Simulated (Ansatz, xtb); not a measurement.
Worked example: IBr + SiH3(OH) → SiH3Br + HOI

Species: IBr, singlet; SiH3(OH) (silanol), singlet; SiH3Br `[SiH3]Br`, singlet; HOI (hypoiodous acid) `OI`, singlet. The partners trade I for SiH3: Br–I and O–SiH3 bonds give way to Br–SiH3 and O–I.

Shapes, held fixed at every level: PBE0-D4/def2-TZVP. Programs: Ansatz 0.2.0, xtb 6.7.1. The zero-point and thermal change to 298 K, harmonic and unscaled (PBE0-D4/def2-TZVP), is -2.3 kJ/mol.

At CCSD(T)/def2-TZVPP; 1 Eh = 2625.50 kJ/mol:

| species | energy (Eh) |
| --- | --- |
| IBr | -2869.846064 |
| SiH3(OH) | -366.623206 |
| SiH3Br | -2863.596019 |
| HOI | -372.835641 |

Task: Work out ΔH(298 K) of the reaction at this level.

Result: 
1. Products less reactants: (-2863.596019) + (-372.835641) − [(-2869.846064) + (-366.623206)] = 0.037610 Eh = +98.7 kJ/mol.
2. With the thermal change: +98.7 + (-2.3) = +96.4 kJ/mol.

Other levels give +89.7 (PBE-D4/def2-TZVPP) to +116.5 kJ/mol (HF/def2-SVP). No measured value is set beside it here. For atoms past krypton def2 sets carry core potentials with scalar relativity. Relativity is left out for Br unless named. Correlated rows may include outer-core shells of Br, I, which these sets cover unevenly.
